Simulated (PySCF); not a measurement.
FeO3, SMILES [O]=[Fe](=[O])=[O], multiplicity 1.

Geometry: r2SCAN-D4/def2-SVP. The multiplicity is an assumed one; other spin states were not compared.

These are TDDFT-PBE/def2-SVPD run with PySCF values and carry that method's errors.

Vertical excitations; the highest root listed may be one member of a degenerate set. Gas-phase values at a fixed geometry. State labels are in the subgroup C2v.

Computed excitation energies, oscillator strengths and character:
| state | symmetry | energy (eV) | λ (nm) | f | main pairs |
|---|---|---|---|---|---|
| S1 | B2 | 1.09 | 1136 | 0.000 | HOMO→LUMO (degenerate set) |
| S2 | A2 | 1.09 | 1136 | 0.000 | HOMO→LUMO+1 (degenerate set) |
| S3 | A2 | 2.03 | 612 | 0.000 | HOMO−1→LUMO (degenerate set) |
| S4 | B2 | 2.03 | 612 | 0.000 | HOMO−1→LUMO+1 (degenerate set) |
| S5 | A2 | 3.05 | 407 | 0.000 | HOMO−2→LUMO+1, HOMO−3→LUMO (degenerate set) |
| S6 | B2 | 3.05 | 407 | 0.000 | HOMO−2→LUMO, HOMO−3→LUMO+1 (degenerate set) |
| S7 | A2 | 3.07 | 404 | 0.000 | HOMO−3→LUMO 50 %, HOMO−2→LUMO+1 50 % |
| S8 | B2 | 3.07 | 403 | 0.002 | HOMO−3→LUMO+1 50 %, HOMO−2→LUMO 50 % |
| S9 | A1 | 3.43 | 361 | 0.000 | HOMO→LUMO+2, HOMO−4→LUMO (degenerate set) |
| S10 | B1 | 3.43 | 361 | 0.000 | HOMO→LUMO+3, HOMO−4→LUMO+1 (degenerate set) |
| T1 | B2 | 0.57 | 2189 | 0 | HOMO→LUMO (degenerate set) |
| T2 | A2 | 0.57 | 2189 | 0 | HOMO→LUMO+1 (degenerate set) |
| T3 | A2 | 1.63 | 759 | 0 | HOMO−1→LUMO (degenerate set) |
| T4 | B2 | 1.63 | 759 | 0 | HOMO−1→LUMO+1 (degenerate set) |
Triplets are in the Tamm–Dancoff approximation, which puts them higher than full response would, so one can lie above its singlet here.
